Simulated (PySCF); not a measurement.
SbF₃, SMILES [F][Sb]([F])[F]. The structure is a stationary point at B3LYP-D3(BJ)/def2-SVP. The isomer is the one that the SMILES or the coordinates give; other isomers of the formula were not compared. The def2 effective core potentials stand for the cores of Sb; spin–orbit coupling is left out.

Method: B3LYP-D3(BJ)/def2-SVP (PySCF).

Harmonic wavenumbers (cm⁻¹): 190, 190, 236, 644, 644, 656. Rotational constants (GHz): 4.346, 4.346, 3.281; symmetry number 3.

Task: Work out the zero-point energy and the ideal-gas rigid-rotor harmonic-oscillator thermochemistry at 298.15 K and 1 atm.

Result: ZPE = ½ Σ hcν = ½ × 2559 cm⁻¹ = 15.31 kJ/mol. H − E(el) = 30.65 kJ/mol. Entropy in J/(mol K): translation 173.42, rotation 99.87, vibration 31.02, total 304.32. G − E(el) = -60.09 kJ/mol. Cp = 67.95 J/(mol K).
